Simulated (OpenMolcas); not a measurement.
Yb3+ among 2 point charges of -1 e arranged as a linear pair (D∞h).

```
Program             : OpenMolcas 26.06
Method              : CASSCF
Basis               : ANO-RCC-VTZP [8s7p5d3f2g1h]
Scalar Hamiltonian  : DKH2, point nucleus
Active space        : 13 electrons in 7 orbitals (4f)
State averaging     : 2S+1 = 2 odd, 7 roots
Spin-orbit coupling : state interaction with AMFI integrals over the reference wave functions
```

All point charges move together. At R = 2.51 Å the width of the lowest J multiplet is 1352 cm-1, and at R = 2.61 Å it is 1201 cm-1.

Task: A third run gives 1855 cm-1. What distance was it run at?

Result: With a power law R^-n the two known points give n = -ln(1201 / 1352) / ln(2.61 / 2.51) = 3.03. Then R = 2.51 × (1352 / 1855)^(1/3.03) = 2.261 Å. The run was at 2.26 Å, so the estimate is off by +0.001 Å.

This is an electrostatic model: the charges have no orbitals. No measured value stands beside these numbers.
